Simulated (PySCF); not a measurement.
**Dipole moment and polarisability of `C#C[Si@@H](O)O[SiH3]`**

C2H6O2Si2.
SMILES with atom numbers: `[CH:1]#[C:2][Si@@H:3]([OH:4])[O:5][SiH3:6]` (hydrogens: H7 on C1; H8 on Si3; H9 on O4; H10, H11, H12 on Si6)

Structure used (GFN2-xTB), in Å, numbered top down from 1:
```
atom  x, y, z in Å
C1     2.1542    1.3113   -1.4517
C2     1.4325    0.4164   -1.1019
Si3    0.3040   -0.9572   -0.5661
O4     1.1235   -2.1921    0.0876
O5    -0.7026   -0.3350    0.5492
Si6   -1.8335    0.6494    1.1516
H7     2.7902    2.0914   -1.7593
H8    -0.4452   -1.5617   -1.6517
H9     1.5563   -2.1192    0.9343
H10   -1.4241    2.0302    0.8994
H11   -3.0958    0.3388    0.4823
H12   -1.8583    0.3270    2.5769
```

Level: PBE0/def2-SVPD (PySCF), static field, nuclei fixed, core orbitals frozen in the response. The polarisability tensor in these axes (au):

```
x   80.33  7.07 -8.94
y    7.07 79.51 -3.91
z   -8.94 -3.91 70.81
```

Problem. What are the eigenvalues, a third of the trace, and Δα (Δα² = ½Σ(αi − αj)² over the three pairs)?

Solution. Principal values 65.43, 73.96 and 91.25 au; mean 76.88 au = 11.39 Å³ = 12.68 × 10⁻⁴⁰ C²·m²/J; Δα = 22.78 au (30 % of the mean).

Problem. What is the dipole moment, and where does it point?

Solution. (0.41, 1.27, 0.71) D, 1.51 D in size, pointing from the negative to the positive side. Measured along this direction, the outermost atoms are H8 at the negative end and H10 and H7 at the positive end.

Problem. Estimate the molar refractivity from the static electronic polarisability.

Solution. Lorentz–Lorenz: R = (4π/3)N_A α = 2.5225 cm³/(mol·Å³) × 11.39 Å³ = 28.7 cm³/mol, in the limit of long wavelengths.

Problem. Find the Langevin capture rate constant for H3O+ (19.018 u) meeting this molecule (117.991 u), k = 2.342 × 10⁻⁹ cm³/s × √(α in Å³ / reduced mass in u).

Solution. The reduced mass is 16.38 u, so k = 1.95 × 10⁻⁹ cm³/s. The formula leaves out the permanent dipole, which adds to the capture rate.

Problem. What depolarisation ratio follows for Rayleigh scattering of linearly polarised light, taking the static tensor?

Solution. ρ = 3Δα²/(45ᾱ² + 4Δα²) = 1557.3/(265991 + 2076.4) = 0.00581.

Problem. Give the eigenvalues of the traceless quadrupole moment Θ = ½Σq(3rr − r²1), origin at the centre of nuclear charge.

Solution. -7.65, 2.41, 5.24 D·Å. The values depend on the origin, since the dipole doesn't vanish. The electronic extent ⟨r²⟩ about the same centre is 1074 bohr², a root-mean-square distance of 2.20 Å for the 62 electrons.

Problem. What would n − 1 = 2πNα be for an ideal gas of these molecules at 350 K and 1 atm, electronic part alone?

Solution. N = p/kT = 2.0968 × 10¹⁹ cm⁻³, so n − 1 = 2π × N × 11.39 × 10⁻²⁴ cm³ = 1501 × 10⁻⁶ at long wavelengths.

The structure is a single GFN2-xTB conformer in the gas phase; no vibrational or solvent corrections.
